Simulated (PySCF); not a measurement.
# Two-component Hartree-Fock for Gd²⁺ (gadolinium, charge +2)

Start: [Xe] 4f7 5d1; 4f5/2 filled at m_j = -5/2, -3/2, -1/2, +1/2, +3/2, +5/2; 4f7/2 filled at m_j = +7/2; 5d3/2 filled at m_j = -3/2. Calculated with PySCF 2.14 in x2c-TZVPall-2c: generalised Hartree-Fock with the X2C-1e Hamiltonian and a Gaussian nucleus; one run each with spin-orbit coupling (SO) switched off, then screened by Boettger's factors.

| spinor shell | electrons | ε, spin-free (eV) | ε, screened SO (eV) | weight of nominal j (screened SO) | rms radius, screened SO (bohr) |
| --- | --- | --- | --- | --- | --- |
| 1s1/2 | 2 | -50510.2 | -50500.7 | 1.000 | 0.0249 |
| 2s1/2 | 2 | -8471.9 | -8469.0 | 1.000 | 0.101 |
| 2p1/2 | 2 | -7535.5 | -8025.9 | 1.000 | 0.0864 |
| 2p3/2 | 4 | -7535.5 | -7325.4 | 1.000 | 0.0928 |
| 3s1/2 | 2 | -1939.1 | -1938.1 | 1.000 | 0.260 |
| 3p1/2 | 2 | -1643.0 | -1745.6 | 1.000 | 0.252 |
| 3p3/2 | 4 | -1643.0 | -1598.4 | 1.000 | 0.265 |
| 3d3/2 | 4 | -1250.8 | -1269.7 | 0.994 | 0.237 |
| 3d5/2 | 6 | -1250.8 | -1237.3 | 0.996 | 0.241 |
| 4s1/2 | 2 | -424.37 | -424.05 | 1.000 | 0.588 |
| 4p1/2 | 2 | -324.14 | -348.51 | 0.966 | 0.605 |
| 4p3/2 | 4 | -324.14 | -313.33 | 0.983 | 0.633 |
| 4d3/2 | 4 | -182.10 | -188.18 | 0.725 | 0.684 |
| 5s1/2 | 2 | -74.062 | -73.963 | 1.000 | 1.44 |
| 5p1/2 | 2 | -47.096 | -51.591 | 0.859 | 1.61 |
| 5p3/2 | 4 | -47.096 | -44.980 | 0.929 | 1.70 |
| 4f5/2 | 6 | -36.408 | -36.356 | 0.552 | 0.925 |
| 4f7/2 | 1 | -36.408 | -35.631 | 1.000 | 0.921 |
| 5d3/2 | 1 | -19.821 | -19.951 | 0.877 | 2.52 |

(1) Where does 4d5/2 lie, and what is the 4d spin-orbit splitting (screened SO)?

| quantity | spin-free | screened SO |
| --- | --- | --- |
| E (hartree) | -11262.99317 | -11270.31386 |
| M_J | 2 | 2 |
| ⟨J²⟩ | 10.014 | 9.630 |
| ⟨L²⟩ | 6.008 | 6.033 |
| ⟨S²⟩ | 20.006 | 19.829 |

The determinant has a definite M_J but mixes levels of different J.

Each row is a mean over spinors that exchange with the open shell spreads, by up to 19.533 eV (4d5/2).

Rows whose weight is well below 1 are mixtures of j = l ± 1/2: exchange outweighs spin-orbit coupling there, and the label is only the starting occupation.

Breit and QED terms are absent; they matter most for the inner s and p1/2 levels.

Densities and radii are taken from the X2C orbitals without a picture-change correction, which distorts them close to the nucleus.

Without spin-orbit coupling the j labels of p, d and f shells carry no meaning; the spin-free column gives the mean over the occupied spinors of each nl shell, and its ⟨J²⟩ belongs to a mixture of degenerate components.

Results:

(1) At -177.74 eV, 10.440 eV above 4d3/2.
